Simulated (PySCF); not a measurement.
## Dipole moment and polarisability of `C[Si@@H](P)[SiH2]CCl`

C2H10ClPSi2.
Numbering: `[CH3:1][Si@@H:2]([PH2:3])[SiH2:4][CH2:5][Cl:6]` (hydrogens: H7, H8, H9 on C1; H10 on Si2; H11, H12 on P3; H13, H14 on Si4; H15, H16 on C5)

Geometry (PBE0-D3(BJ)/def2-SVP, Å), atoms numbered from 1 in this order:
```
atom  x, y, z in Å
C1    -0.708    2.537   -0.293
Si2   -0.323    0.922    0.591
P3    -2.110   -0.469    0.345
Si4    1.621   -0.095   -0.235
C5     3.178    0.797    0.397
Cl6    3.069    2.546    0.011
H7    -1.623    2.993    0.113
H8    -0.853    2.361   -1.370
H9     0.129    3.240   -0.172
H10   -0.158    1.150    2.063
H11   -1.430   -1.619    0.855
H12   -1.797   -0.781   -1.016
H13    1.624   -0.067   -1.732
H14    1.699   -1.526    0.205
H15    3.272    0.704    1.489
H16    4.100    0.411   -0.061
```

Level: CAM-B3LYP/def2-SVPD (PySCF), static field, nuclei fixed, core orbitals frozen in the response. The polarisability tensor in these axes (au):

```
x   143.51  11.35  -1.84
y    11.35 128.59  -1.23
z    -1.84  -1.23 101.80
```

Diagonalise the tensor; give its mean and Δα, where Δα² is half the sum of the squared differences of the eigenvalues.

Principal values 101.69, 122.47 and 149.74 au; mean 124.63 au = 18.47 Å³ = 20.55 × 10⁻⁴⁰ C²·m²/J; Δα = 41.73 au (33 % of the mean).

What is the dipole moment, and where does it point?

(0.73, -0.91, 0.09) D, 1.17 D in size, pointing from the negative to the positive side. Measured along this direction, the outermost atoms are H7 at the negative end and H14 and H16 at the positive end.

Directions of the eigenvectors, and the extent of the frame along each?

Largest value along (0.88, 0.47, -0.05), where the nuclei span 6.00 Å; middle along (-0.48, 0.88, -0.01), 5.56 Å; least along (0.04, 0.03, 1.00), 3.76 Å. The response follows the extents in order.

Estimate the molar refractivity from the static electronic polarisability.

Lorentz–Lorenz: R = (4π/3)N_A α = 2.5225 cm³/(mol·Å³) × 18.47 Å³ = 46.6 cm³/mol, in the limit of long wavelengths.

Find the Langevin capture rate constant for H3O+ (19.018 u) meeting this molecule (155.975 u), k = 2.342 × 10⁻⁹ cm³/s × √(α in Å³ / reduced mass in u).

The reduced mass is 16.95 u, so k = 2.44 × 10⁻⁹ cm³/s. The formula leaves out the permanent dipole, which adds to the capture rate.

The structure is a single PBE0-D3(BJ)/def2-SVP conformer in the gas phase; no vibrational or solvent corrections.

The run behind these numbers computed excited states and ΔSCF ions as well. On one thread, Arm Neoverse V1, on a shared host, this took 90 s wall.
